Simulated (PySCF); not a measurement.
C3H12BN.
Atom-mapped SMILES: `[BH3-:1][NH2+:2][CH:3]([CH3:4])[CH3:5]` (hydrogens: H6, H7, H8 on B1; H9, H10 on N2; H11 on C3; H12, H13, H14 on C4; H15, H16, H17 on C5)

Structure used (PBE0-D3(BJ)/def2-SVP), in Å, numbered top down from 1:
```xyz
17
C3H12BN angstrom
B      1.9649   -0.8906    0.1250
N      0.7789    0.1324    0.5705
C     -0.3626    0.3158   -0.3595
C     -1.2024   -0.9461   -0.4130
C     -1.1738    1.5422    0.0258
H      1.4911   -2.0184    0.0907
H      2.8217   -0.7751    0.9950
H      2.3420   -0.4927   -0.9729
H      1.2281    1.0371    0.7218
H      0.4275   -0.1552    1.4874
H      0.1032    0.4750   -1.3451
H     -0.5900   -1.8124   -0.6939
H     -2.0095   -0.8288   -1.1499
H     -1.6692   -1.1516    0.5653
H     -1.9868    1.7079   -0.6956
H     -0.5538    2.4529    0.0407
H     -1.6333    1.4210    1.0210
```

The closed-shell ground state was solved at several levels (PySCF, density fitting, gas phase, non-relativistic).

```tsv
level	basis functions	total energy (Eh)	HOMO (eV)	LUMO (eV)	gap (eV)	dipole (D)
PBE0/def2-SVPD	196	-200.7645	-7.57	0.04	7.61	5.51
PBE0/pcSseg-1	145	-200.8684	-7.56	0.52	8.08	5.73
B3LYP/pcJ-1	255	-201.1787	-7.39	0.21	7.60	5.70
```

**Question.** What might CAM-B3LYP/pcSseg-2 (348 basis functions) give for the same quantities?

**Answer.** Total energy -201.1124 Eh, HOMO -9.06 eV, LUMO 0.62 eV, gap 9.68 eV, dipole 5.55 D.

**Question.** How far do the dipole and the HOMO energy spread over the levels?

**Answer.** The dipole runs from 5.51 to 5.73 D (mean 5.62 D) and the HOMO from -9.06 to -7.39 eV.

One conformer stands for the species.
